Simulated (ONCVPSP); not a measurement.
**Configuration tests for magnesium (ONCV)**

* Element: magnesium
* Generator: ONCVPSP 4.0.1
* Type: optimised norm-conserving Vanderbilt (ONCV)
* Functional: PBE
* Relativity: non-relativistic
* Frozen core: [He]
* Valence charge: 10
* Reference configuration: 2s2 2p6 3s1 3p1
* Partial waves: 2s+3s: rc 1.15 bohr, ncon 4, nbas 7, qcut 11 1/bohr, 2 projectors; 2p+3p: rc 1.25 bohr, ncon 4, nbas 8, qcut 10 1/bohr, 3 projectors, debl 1.4 Ha; d scattering state at 0.11 Ha: rc 1.30 bohr, ncon 3, nbas 6, qcut 8.2 1/bohr, 1 projector
* Local potential: polynomial inside 1.15 bohr (lpopt 4, dvloc0 1 Ha)
* Core correction: none

Energies are relative to the spin-unpolarised reference configuration 2s2 2p6 3s1 3p1; without spin polarisation the order of configurations can differ from experiment.

| valence configuration | charge | ΔE all-electron (eV) | error AE − PS (meV) |
| --- | --- | --- | --- |
| 2s2 2p6 3s2 3p0 | 0 | -3.476 | -0.1 |
| 2s2 2p6 3s0 3p0 | +2 | 19.474 | -0.7 |
| 2s2 2p6 3s0 3p2 | 0 | 3.673 | 0.0 |

(1) What are ΔE and the potential's error for 2s2 2p6 3s1 3p0?

Results:

(1) ΔE = 4.473 eV all-electron; the error (AE − PS) is +0.2 meV.
